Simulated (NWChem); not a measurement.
All runs are NWChem calculations. System: diboron tetrachloride (B2Cl4), charge 0, spin multiplicity 1, at a geometry optimised with B3LYP/def2-SVP. Level: CCSD(T)/def2-SVP, 22 core orbitals frozen.

Output (cleaned and shortened):

```
             Northwest Computational Chemistry Package (NWChem) 7.3.0
             --------------------------------------------------------

                                NWChem Input Module
                                -------------------

 Scaling coordinates for geometry "geometry" by  1.889725989
 (inverse scale =  0.529177249)

 Turning off AUTOSYM since
 SYMMETRY directive was detected!

                             Geometry "geometry" -> ""
                             -------------------------

 Output coordinates in angstroms (scale by  1.889725989 to convert to a.u.)

  No.       Tag          Charge          X              Y              Z
 ---- ---------------- ---------- -------------- -------------- --------------
    1 Cl                  17.0000    -1.09852200    -1.04516900     1.73758100
    2 B                    5.0000     0.00000000     0.00000000     0.84802000
    3 Cl                  17.0000     1.09852200     1.04516900     1.73758100
    4 B                    5.0000     0.00000000     0.00000000    -0.84802000
    5 Cl                  17.0000    -1.09852200     1.04516900    -1.73758100
    6 Cl                  17.0000     1.09852200    -1.04516900    -1.73758100

 Effective nuclear repulsion energy (a.u.)     420.8461799980

            Nuclear Dipole moment (a.u.)
            ----------------------------
        X                 Y               Z
 ---------------- ---------------- ----------------
     0.0000000000     0.0000000000     0.0000000000

      Symmetry information
      --------------------

 Group name             D2
 Group number             11
 Group order               4
 No. of unique centers     2

      Symmetry unique atoms

     1    2


 Summary of "ao basis" -> "" (spherical)
 ------------------------------------------------------------------------------
       Tag                 Description            Shells   Functions and Types
 ---------------- ------------------------------  ------  ---------------------
 *                          def2-svp                  on all atoms

 Summary of "ao basis" -> "ao basis" (spherical)
 ------------------------------------------------------------------------------
       Tag                 Description            Shells   Functions and Types
 ---------------- ------------------------------  ------  ---------------------
 Cl                         def2-svp                 8       18   4s3p1d
 B                          def2-svp                 6       14   3s2p1d

                                 NWChem SCF Module
                                 -----------------

  ao basis        = "ao basis"
  functions       =   100
  atoms           =     6
  closed shells   =    39
  open shells     =     0
  charge          =   0.00
  wavefunction    = RHF
  use symmetry    = T
  symmetry adapt  = T

 Summary of "ao basis" -> "ao basis" (spherical)
 ------------------------------------------------------------------------------
       Tag                 Description            Shells   Functions and Types
 ---------------- ------------------------------  ------  ---------------------
 Cl                         def2-svp                 8       18   4s3p1d
 B                          def2-svp                 6       14   3s2p1d

      Symmetry analysis of basis
      --------------------------

        a1         26
        b1         26
        b2         24
        b3         24

 Forming initial guess at       0.0s

      Superposition of Atomic Density Guess
      -------------------------------------

 Sum of atomic energies:       -1886.30206613

      Non-variational initial energy
      ------------------------------

 Total energy =   -1888.045304
 1-e energy   =   -3444.271980
 2-e energy   =    1135.380497
 HOMO         =      -0.306673
 LUMO         =       0.008454

      Symmetry analysis of molecular orbitals - initial
      -------------------------------------------------

  Numbering of irreducible representations:

     1 a1          2 b1          3 b2          4 b3

  Orbital symmetries:

     1 b3          2 b2          3 a1          4 b1          5 a1
     6 b1          7 b3          8 b2          9 a1         10 b1
[...]
    26      0.395908  2 B  py                58      0.395908  4 B  py
    23     -0.299875  2 B  py                55     -0.299875  4 B  py
    11      0.203535  1 Cl px                43      0.203535  3 Cl px
    75     -0.203535  5 Cl px                93     -0.203535  6 Cl px
    25     -0.198725  2 B  px                57      0.198725  4 B  px

 Vector   41  Occ=0.000000D+00  E= 7.444400D-02  Symmetry=b3
              MO Center=  2.2D-15, -2.0D-15, -4.5D-14, r^2= 3.7D+00
   Bfn.  Coefficient  Atom+Function         Bfn.  Coefficient  Atom+Function
  ----- ------------  ---------------      ----- ------------  ---------------
    25      0.394203  2 B  px                57      0.394203  4 B  px
    22     -0.293529  2 B  px                54     -0.293529  4 B  px
    26     -0.235082  2 B  py                58      0.235082  4 B  py
    12      0.211899  1 Cl py                44      0.211899  3 Cl py
    76     -0.211899  5 Cl py                94     -0.211899  6 Cl py

 Vector   42  Occ=0.000000D+00  E= 2.155830D-01  Symmetry=b1
              MO Center=  8.6D-16,  9.1D-16,  1.7D-15, r^2= 5.2D+00
   Bfn.  Coefficient  Atom+Function         Bfn.  Coefficient  Atom+Function
  ----- ------------  ---------------      ----- ------------  ---------------
    21      4.830737  2 B  s                 53     -4.830737  4 B  s
    27     -1.437436  2 B  pz                59     -1.437436  4 B  pz
     4     -0.682834  1 Cl s                 36     -0.682834  3 Cl s
    68      0.682834  5 Cl s                 86      0.682834  6 Cl s
    11     -0.267430  1 Cl px                43      0.267430  3 Cl px

 center of mass
 --------------
 x =   0.00000000 y =   0.00000000 z =   0.00000000

 moments of inertia (a.u.)
 ------------------
        2110.289598609432           0.000000000000           0.000000000000
           0.000000000000        2167.419048497865           0.000000000000
           0.000000000000           0.000000000000        1148.424156409547

  Mulliken analysis of the total density
  --------------------------------------

    Atom       Charge   Shell Charges
 -----------   ------   -------------------------------------------------------
    1 Cl  17    17.16   2.00  1.99  1.21  0.72  5.94  2.10  3.16  0.03
    2 B    5     4.69   1.99  0.85  0.07  1.41  0.25  0.12
    3 Cl  17    17.16   2.00  1.99  1.21  0.72  5.94  2.10  3.16  0.03
    4 B    5     4.69   1.99  0.85  0.07  1.41  0.25  0.12
    5 Cl  17    17.16   2.00  1.99  1.21  0.72  5.94  2.10  3.16  0.03
    6 Cl  17    17.16   2.00  1.99  1.21  0.72  5.94  2.10  3.16  0.03

       Multipole analysis of the density wrt the origin
       ------------------------------------------------

     L   x y z        total         open         nuclear
     -   - - -        -----         ----         -------
     0   0 0 0     -0.000000      0.000000     78.000000

     1   1 0 0      0.000000      0.000000      0.000000
     1   0 1 0     -0.000000      0.000000      0.000000
     1   0 0 1      0.000000      0.000000      0.000000

     2   2 0 0    -45.863901      0.000000    293.038108
     2   1 1 0     -0.000000      0.000000      0.000000
     2   1 0 1     -0.000000      0.000000      0.000000
     2   0 2 0    -45.676359      0.000000    265.264800
     2   0 1 1      0.000000      0.000000      0.000000
     2   0 0 2    -48.283030      0.000000    758.837400

                   NWChem Extensible Many-Electron Theory Module
                   ---------------------------------------------


            General Information
            -------------------
      Number of processors :     1
         Wavefunction type : Restricted Hartree-Fock
          No. of electrons :    78
           Alpha electrons :    39
            Beta electrons :    39
           No. of orbitals :   200
            Alpha orbitals :   100
             Beta orbitals :   100
        Alpha frozen cores :    22
         Beta frozen cores :    22
     Alpha frozen virtuals :     0
      Beta frozen virtuals :     0
         Spin multiplicity : singlet
    Number of AO functions :   100
       Number of AO shells :    44
        Use of symmetry is : on
      Symmetry adaption is : on
         Schwarz screening : 0.10D-09

          Correlation Information
          -----------------------
          Calculation type : Coupled-cluster singles & doubles w/ perturbation
   Perturbative correction : (T)
            Max iterations :      100
        Residual threshold : 0.10D-05
     T(0) DIIS level shift : 0.00D+00
     L(0) DIIS level shift : 0.00D+00
     T(1) DIIS level shift : 0.00D+00
     L(1) DIIS level shift : 0.00D+00
     T(R) DIIS level shift : 0.00D+00
     T(I) DIIS level shift : 0.00D+00
   CC-T/L Amplitude update :  5-th order DIIS
                I/O scheme : Global Array Library
        L-threshold :  0.10D-05
        EOM-threshold :  0.10D-05
 no EOMCCSD initial starts read in
 TCE RESTART OPTIONS
 SLICE:      F
 D4D5:       F
 quantumc:   F
 qrotation:  F
 pwtce:      F
 qducc:      F
 nacto:                         0
 nrotv:                         0
 nrot:                          0

            Memory Information
            ------------------
          Available GA space size is     249026800 doubles
          Available MA space size is     104843260 doubles

 Maximum block size supplied by input
 Maximum block size        24 doubles

 tile_dim =     16

 -------------------------------------------------

 Global array virtual files algorithm will be used

 Parallel file system coherency ......... OK

 4-electron integrals stored in orbital form

 v2    file size   =          1971450
 4-index algorithm nr.  13 is used
 imaxsize =       30
 imaxsize ichop =        0


CCSD iterations
 ---------------------------------------------------------
 Iter          Residuum       Correlation     Cpu    Wall
 ---------------------------------------------------------
    1   0.1712201068602  -0.6872697534191     0.3     0.3
    2   0.0444397637166  -0.7277153521382     0.3     0.3
    3   0.0144861859359  -0.7373843731645     0.3     0.3
    4   0.0056423278437  -0.7395551401032     0.3     0.3
    5   0.0023323551246  -0.7404432681571     0.3     0.3
    6   0.0008141801313  -0.7408414329788     0.3     0.3
    7   0.0004744935250  -0.7408950793634     0.3     0.3
    8   0.0002410381011  -0.7409157433496     0.3     0.3
    9   0.0001515682331  -0.7409185641970     0.3     0.3
   10   0.0000859478446  -0.7409249832167     0.3     0.3
   11   0.0000113453704  -0.7409296982902     0.3     0.3
   12   0.0000048887588  -0.7409318793621     0.3     0.3
   13   0.0000023119423  -0.7409318440585     0.3     0.3
   14   0.0000012912104  -0.7409320005118     0.3     0.3
   15   0.0000007007874  -0.7409319751153     0.3     0.3
 -----------------------------------------------------------------
 Iterations converged
 CCSD correlation energy / hartree =        -0.740931975115261
 CCSD total energy / hartree       =     -1887.656358447035473

 Singles contributions

 Doubles contributions
 CCSD(T)
 Using plain CCSD(T) code
             total no. of tasks          500
 total no. of tasks / no. procs          500
                         wl_min       216000           7.7
                         wl_max       480000           8.8
        thresh for no. of tasks          500

 CCSD[T]  correction energy / hartree =        -0.022095283689983
 CCSD[T] correlation energy / hartree =        -0.763027258805244
 CCSD[T] total energy / hartree       =     -1887.678453730725550
 CCSD(T)  correction energy / hartree =        -0.020866028536040
 CCSD(T) correlation energy / hartree =        -0.761798003651301
 CCSD(T) total energy / hartree       =     -1887.677224475571620

 Task  times  cpu:       21.3s     wall:       21.3s

 Total times  cpu:       21.3s     wall:       21.3s
```

Q: Write an NWChem input that would produce this output.

A: This is not unique; one that fits is 
```
start mol
memory heap 100 mb stack 700 mb global 1900 mb
geometry units angstroms nocenter noautoz
  Cl    -1.098522    -1.045169     1.737581
  B      0.000000     0.000000     0.848020
  Cl     1.098522     1.045169     1.737581
  B      0.000000     0.000000    -0.848020
  Cl    -1.098522     1.045169    -1.737581
  Cl     1.098522    -1.045169    -1.737581
  symmetry group D2
end
basis spherical
  * library def2-svp
end
scf
  rhf
  nopen 0
  maxiter 100
  thresh 1e-7
  semidirect memsize 60000000 filesize 0
end
tce
  freeze core 22
  ccsd(t)
  2eorb
  2emet 13
  thresh 1e-6
  maxiter 100
  tilesize 24
end
task tce energy
```
